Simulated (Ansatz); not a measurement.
Molecule: C4H2ISe (charge 0, doublet). It need not be the lowest isomer of its formula. SMILES: Ic1[c][se]cc1
Geometry: optimised at B3LYP-D3(BJ)/def2-TZVP (Ansatz, a program for electronic structure).

Parts of the frozen-core correlation energy in def2-TZVPP (Ansatz, hartree). Frozen orbitals: 27; correlated occupied orbitals by spin: 16 and 15; virtual: 207 and 208. Open shells are spin-unrestricted. Spin-orbit coupling is left out. In def2 rows, elements after Kr have scalar-relativistic effective core potentials.

```tsv
term	value
reference (HF)	-2849.09267
MP2 opposite-spin	-0.62919
MP2 same-spin	-0.22422
CCSD correlation	-0.90824
(T)	-0.05262
T1 diagnostic	0.042
largest doubles amplitude	0.068
<S^2> of the reference	1.194
```
